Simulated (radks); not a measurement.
Values are calculated unless marked as measured or tabulated.
Problem. Neutral hydrogen, 1s1. Level of theory: non-relativistic Kohn-Sham, PBE, spin-polarised, spherical densities, point nucleus (a radial shooting solver on a logarithmic mesh with Libxc functionals). Every spin shell is full or empty, so the densities are truly spherical. Functionals are evaluated on that one density, not self-consistently. Rank these orbital-free kinetic functionals by their error against the exact value of the orbitals, and give that value: Thomas-Fermi, TF + vW, TF + vW/9, LC94, APBEK, Thakkar, Pearson, LKT.

Solution. Exact: 0.494812 hartree. From best to worst, with 100 (|E| - |E exact|)/|E exact| (equal figures are ties): APBEK +1.56, LC94 +1.69, Thakkar +1.92, TF + vW/9 +2.12, Pearson -2.89, Thomas-Fermi -8.99, LKT +61.68, TF + vW +91.01.
